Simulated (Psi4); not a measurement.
Psi4 input (wB97X-D/6-311+G**):

```
memory 1500 MB

molecule {
0 1
Si   -0.00000000   -0.00000000   -1.03359800
S     0.00000000    0.00000000    0.90439800
symmetry c1
no_reorient
no_com
}

set {
  basis 6-311+G**
  reference rks
  scf_type pk
  dft_radial_points 99
  dft_spherical_points 590
  e_convergence 1e-8
  d_convergence 1e-7
  maxiter 150
}

e = energy('wb97x-d')
print_out(f'\nFINAL {e:.10f} DIPOLE {variable("CURRENT DIPOLE")[0]:.6f} {variable("CURRENT DIPOLE")[1]:.6f} {variable("CURRENT DIPOLE")[2]:.6f}\n')
```

From the output:

```
    Orbital Energies [Eh]
    ---------------------

    Doubly Occupied:

       1A    -89.008500     2A    -66.311321     3A     -8.050872
       4A     -5.995679     5A     -5.995215     6A     -5.995215
       7A     -5.441664     8A     -3.786866     9A     -3.786866
      10A     -3.781166    11A     -0.815908    12A     -0.527985
      13A     -0.372406    14A     -0.372406    15A     -0.366864

    Virtual:

      16A     -0.029250    17A     -0.029250    18A      0.056392
      19A      0.064625    20A      0.085011    21A      0.085011
      22A      0.112536    23A      0.128354    24A      0.128354
      25A      0.155092    26A      0.184737    27A      0.320062
      28A      0.335032    29A      0.335032    30A      0.394831
      31A      0.421471    32A      0.421471    33A      0.488731
      34A      0.581126    35A      0.581126    36A      0.637204
      37A      0.637204    38A      0.748046    39A      0.839799
      40A      0.875117    41A      0.875124    42A      1.024359
      43A      1.024359    44A      1.291825    45A      1.291825
      46A      1.307029    47A      1.387035    48A      1.783804
      49A      1.783804    50A      1.910334    51A      5.413175
      52A      7.876567    53A     11.367977    54A     11.367977
      55A     11.439184    56A     17.448636    57A     17.448636
      58A     17.511705    59A    140.901096    60A    189.124492

    Final Occupation by Irrep:
              A
    DOCC [    15 ]
    NA   [    15 ]
    NB   [    15 ]

  @RKS Final Energy:  -687.69174122205050

   => Energetics <=

    Nuclear Repulsion Energy =             61.1640556482469506
    One-Electron Energy =               -1073.1352327318977586
    Two-Electron Energy =                 358.2185850949359178
    DFT Exchange-Correlation Energy =     -33.9391390946220710
    Empirical Dispersion Energy =          -0.0000101387135922
    VV10 Nonlocal Energy =                  0.0000000000000000
    Total Energy =                       -687.6917412220504957

Computation Completed

Properties will be evaluated at   0.000000,   0.000000,   0.000000 [a0]

Properties computed using the SCF density matrix

 Multipole Moments:

 ------------------------------------------------------------------------------------
     Multipole            Electronic (a.u.)      Nuclear  (a.u.)        Total (a.u.)
 ------------------------------------------------------------------------------------

 L = 1.  Multiply by 2.5417464519 to convert [e a0] to [Debye]
 Dipole X            :         -0.0000000            0.0000000           -0.0000000
 Dipole Y            :          0.0000000            0.0000000            0.0000000
 Dipole Z            :         -0.7977872           -0.0000076           -0.7977948
 Magnitude           :                                                    0.7977948

 ------------------------------------------------------------------------------------

FINAL -687.6917412221 DIPOLE -0.000000 0.000000 -0.797795

*** Psi4 exiting successfully. Buy a developer a beer!
```

The geometry given is a B3LYP-D3(BJ)/def2-TZVP minimum.
